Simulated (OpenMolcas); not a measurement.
A calculation on La+.

| Quantity | Value |
| --- | --- |
| Program | OpenMolcas |
| Method | CASSCF |
| Basis | ANO-RCC-VTZP [8s7p5d3f2g1h] |
| Scalar Hamiltonian | DKH2, point nucleus |
| Active space | 2 electrons in 6 orbitals (5d 6s) |
| State averaging | 2S+1 = 3 even, 15 roots; 2S+1 = 1 even, 21 roots kept (CI in the orbitals of an earlier block) |
| Spin-orbit coupling | state interaction with AMFI integrals over the reference wave functions, term energies averaged over their components |

Question: Which level of the active space comes out lowest?

Answer: 5d2 3F2, with 87 % of that term; it is also the measured ground level.

Question: How high does 5d 6s 3D3 lie?

Answer: 3123 cm-1 above the lowest level; measured 3250 cm-1 above the ground level, so the calculation is off by -4 %.

Question: How high does 5d 6s 3D2 [75 %] lie?

Answer: 2555 cm-1 above the lowest level; measured 2592 cm-1 above the ground level, so the calculation is off by -1 %.

Question: How high does 6s2 1S0 lie?

Answer: 9584 cm-1 above the lowest level; measured 7395 cm-1 above the ground level, so the calculation is off by +30 %.

Question: The level at 1640 cm-1 has J = 2. What is it made of, and what is its g factor?

Answer: 63 % 5d2 1D2, 25 % 5d 6s 3D, 12 % 5d2 3F; g = 1.005, against 1.000 from Landé's formula for the pure leading term.

Measured values: NIST Handbook of Basic Atomic Spectroscopic Data.

Without dynamic correlation excited terms often stand tens of per cent too high (terms of higher spin than the ground term too low), and those without a measured partner can miss by more than the paired ones. Terms from blocks run as CI alone lack orbitals of their own. Configurations are named by rounded mean occupations; where the s occupation lies near a half they are strongly mixed, a name can repeat and a true partner stay unpaired. A single d shell beside an s shell can misplace configurations of different d count against each other. Measured partners are found by configuration, term and J. A level has none where our copy of the source lacks it or the pairing is in doubt (some pairs that miss far off the trend of their configuration count as doubtful), and it then counts in no deviation. Levels of configurations outside the active space are missing.

A share in square brackets marks a mixed level and gives the weight of the term that names it.
